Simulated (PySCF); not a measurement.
## Dipole moment and polarisability of `F[CH2][Ga@@H-]1[O]C=CC=[O+]1`

Species: C4H6FGaO2.
SMILES with atom numbers: `[F:1][CH2:2][Ga@@H-:3]1[O:4][CH:5]=[CH:6][CH:7]=[O+:8]1` (hydrogens: H9, H10 on C2; H11 on Ga3; H12 on C5; H13 on C6; H14 on C7)

Cartesian coordinates in Å at the PBE0-D3(BJ)/def2-SVP level; atoms count from 1:
```
atom  x, y, z in Å
F1     1.545    1.812    0.095
C2     2.295    0.665   -0.123
Ga3    1.070   -0.891   -0.225
O4    -0.355   -0.343   -1.451
C5    -1.502    0.053   -1.098
C6    -2.009    0.113    0.203
C7    -1.274   -0.283    1.324
O8    -0.093   -0.732    1.339
H9     3.022    0.558    0.702
H10    2.877    0.796   -1.052
H11    1.371   -2.406   -0.463
H12   -2.166    0.374   -1.922
H13   -3.025    0.479    0.349
H14   -1.765   -0.211    2.311
```

Level: PBE0/def2-SVPD (PySCF), static field, nuclei fixed, core orbitals frozen in the response. The polarisability tensor in these axes (au):

```
x   91.71 -5.04 -1.36
y   -5.04 69.98 -1.50
z   -1.36 -1.50 84.12
```

**Question.** Give the principal values, the mean and the anisotropy Δα = √{½[(α1 − α2)² + (α2 − α3)² + (α1 − α3)²]}.

**Answer.** Principal values 68.67, 84.21 and 92.94 au; mean 81.94 au = 12.14 Å³ = 13.51 × 10⁻⁴⁰ C²·m²/J; Δα = 21.29 au (26 % of the mean).

**Question.** What is the dipole moment, and where does it point?

**Answer.** (-1.86, -0.28, 0.15) D, 1.89 D in size, pointing from the negative to the positive side. Measured along this direction, the outermost atoms are H10 and H9 at the negative end and H13 at the positive end.

**Question.** In TDDFT the mean static polarisability is Σ f/ω² over all singlet excitations (ω in hartree). How much of it do the 10 lowest give? Their energies (eV) and oscillator strengths: 4.10, 0.0311; 4.43, 0.0011; 5.15, 0.1269; 5.66, 0.0137; 6.46, 0.0159; 6.46, 0.0041; 6.62, 0.0017; 6.77, 0.0221; 6.79, 0.0021; 7.07, 0.0668.

**Answer.** They add up to 7.04 au, 8.6 % of the 81.94 au; the largest single term is 3.55 au, from the state at 5.15 eV. Terms in order: 1.37, 0.04, 3.55, 0.32, 0.28, 0.07, 0.03, 0.36, 0.03, 0.99 au. Higher excitations give the rest. The strengths listed sum to 0.285.

**Question.** What depolarisation ratio follows for Rayleigh scattering of linearly polarised light, taking the static tensor?

**Answer.** ρ = 3Δα²/(45ᾱ² + 4Δα²) = 1359.3/(302123 + 1812.4) = 0.00447.

**Question.** Along which axes do the principal values lie, and how far do the nuclei extend along each?

**Answer.** Largest value along (0.97, -0.21, -0.11), where the nuclei span 5.83 Å; middle along (0.09, -0.14, 0.99), 4.29 Å; least along (0.22, 0.97, 0.11), 4.19 Å. 

**Question.** What would n − 1 = 2πNα be for an ideal gas of these molecules at 500 K and 1 atm, electronic part alone?

**Answer.** N = p/kT = 1.4678 × 10¹⁹ cm⁻³, so n − 1 = 2π × N × 12.14 × 10⁻²⁴ cm³ = 1120 × 10⁻⁶ at long wavelengths, for an ideal gas.

Geometry: PBE0-D3(BJ)/def2-SVP, one conformer, isolated molecule. The calculation is non-relativistic, for gallium too.

These values come from a run that also computed excited states and ΔSCF ions. The run took 8.3 min on Intel Xeon at 2.50 GHz, one thread, shared host, and the process peaked at 0.94 GiB of memory.
